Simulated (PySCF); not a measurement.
## Excitation energy of Ga²⁺ by level of theory

Ga²⁺ [Ar] 3d10 4s1 (2S) → Ga²⁺ [Ar] 3d9 4s1 5s1 (4D), as a difference of total energies. Calculation: PySCF 2.14, in aug-cc-pVDZ-PP with ECP10MDF (5s4p3d, 32 functions); scalar relativity through the core potential. The calculations carry no spin-orbit coupling.

```json
{"method": "UHF", "excitation energy (eV)": "35.653"}
{"method": "LDA", "excitation energy (eV)": "37.713"}
{"method": "PBE", "excitation energy (eV)": "37.375"}
{"method": "r2SCAN", "excitation energy (eV)": "37.287"}
{"method": "BHandHLYP", "excitation energy (eV)": "37.147"}
{"method": "B97-3", "excitation energy (eV)": "37.565"}
{"method": "BLYP", "excitation energy (eV)": "37.328"}
{"method": "wB97X-V", "excitation energy (eV)": "37.629"}
```

The upper state lies above the first ionisation limit, but in LS coupling its spin forbids autoionisation to the ground ion. A Rydberg-like electron needs more diffuse functions than a valence basis has.

The promoted electron is Rydberg-like, and one or two diffuse shells describe it only roughly, which tends to raise the upper state.
